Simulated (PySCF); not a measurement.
Spectra and structures to be paired. Level of theory: PySCF 2.14.0, density-fitted response routines, TDDFT B3LYP/def2-SVPD, vertical, gas phase, core orbitals frozen in the response. Geometries: PBE0-D3(BJ)/def2-SVP; one conformer of each isolated species. Triplets are in the Tamm–Dancoff approximation. Atoms past krypton carry core potentials; spin–orbit coupling is left out.

A. `FBP[SiH3]` (BFH5PSi)
B. `C[C](C)(C)[Sn]([CH3])([CH3])[CH3]` (C7H18Sn)
C. `[Na][SH]` (HNaS)
D. `C#P` (CHP)
E. `[H]/P=C(\C=C)[Si](C)(C)C` (C6H13PSi)

Lowest singlet levels (six at most, fewer where fewer were computed) with oscillator strengths:

1. 4.55 eV (f 0.000); 4.83 eV (f 0.000 summed over 2 states); 7.37 eV (f 0.021 summed over 2 states); 7.71 eV (f 0.210 summed over 2 states); 7.88 eV (f 0.491); 8.32 eV (f 0.091 summed over 2 states); T1 3.43 eV
2. 2.34 eV (f 0.012); 3.20 eV (f 0.153); 4.11 eV (f 0.001); 4.37 eV (f 0.060); 4.50 eV (f 0.052); 4.62 eV (f 0.064); T1 2.24 eV
3. 4.97 eV (f 0.039); 5.86 eV (f 0.066); 6.19 eV (f 0.033); 6.52 eV (f 0.065); 6.76 eV (f 0.037); 7.01 eV (f 0.006); T1 4.09 eV
4. 4.22 eV (f 0.007); 4.41 eV (f 0.378); 4.67 eV (f 0.001); 5.20 eV (f 0.001); 5.23 eV (f 0.023); 5.93 eV (f 0.029); T1 2.22 eV
5. 5.70 eV (f 0.007); 6.51 eV (f 0.067 summed over 2 states); 6.57 eV (f 0.126); 6.60 eV (f 0.099 summed over 2 states); 7.34 eV (f 0.377); 7.36 eV (f 0.002); T1 5.52 eV

Question: Which spectrum belongs to which structure?

Answer: 1 = D, 2 = C, 3 = A, 4 = E, 5 = B.
- A: S1 at 4.97 eV, HOMO→LUMO (89%); Löwdin shares by element: HOMO phosphorus 59%, boron 14%, silicon 9%, hydrogen 6% or more; LUMO boron 43%, phosphorus 20%, fluorine 14%, silicon 10%; HOMO -7.36 and LUMO -1.57 eV.
- B: S1 at 5.70 eV, HOMO→LUMO (99%); Löwdin shares by element: HOMO carbon 46% or more, tin 17% (atoms not listed hold the other 37%); LUMO tin 26%, carbon 20% or more (atoms not listed hold the other 54%); HOMO -6.54 and LUMO -0.11 eV.
- C: S1 at 2.34 eV, HOMO→LUMO (100%); Löwdin shares by element: HOMO sulfur 85%, hydrogen 9%, sodium 6%; LUMO sodium 87%, sulfur 12%; HOMO -5.08 and LUMO -1.93 eV; point group Cs.
- D: S1 at 4.55 eV, HOMO-1/HOMO→LUMO/LUMO+1 (≥91%); Löwdin shares by element: HOMO (one of a set within 0.03 eV) carbon 50%, phosphorus 44%, hydrogen 6%; LUMO (one of a set within 0.03 eV) phosphorus 55%, carbon 40%, hydrogen 4%; HOMO -7.80 and LUMO -1.50 eV; point group C∞v, 3 of its 10 listed states under f = 0.0005.
- E: S1 at 4.22 eV, HOMO-1→LUMO (99%); Löwdin shares by element: HOMO carbon 58% or more, phosphorus 30%; LUMO carbon 47% or more, phosphorus 40%; HOMO -6.55 and LUMO -2.33 eV.

A slash joins orbitals within 0.01 eV of each other, whose weights are summed (≥ marks a lower bound).
